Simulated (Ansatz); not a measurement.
Ansatz results at the PBE0-D4/def2-TZVP geometry: ideal-gas entropy at 298 K and 1 bar (rigid rotor, harmonic PBE0-D4/def2-TZVP) 343 J/(mol·K); zero-point energy (PBE0-D4/def2-TZVP) 12.9 kJ/mol; size of the dipole moment (ωB97M-V/def2-TZVPP) 2.12 D.

Which molecule gave them?
A. `[F][Al][Br]`•
B. `[O][Si](F)(Cl)Cl`•
C. `[O][Si](O)(F)F`•
D. `[F][Ge]([F])[I]`•

D. The others give `[F][Al][Br]`•: 295, 8.4, 1.77; `[O][Si](F)(Cl)Cl`•: 351, 24.1, 0.82; `[O][Si](O)(F)F`•: 322, 61.2, 2.03.
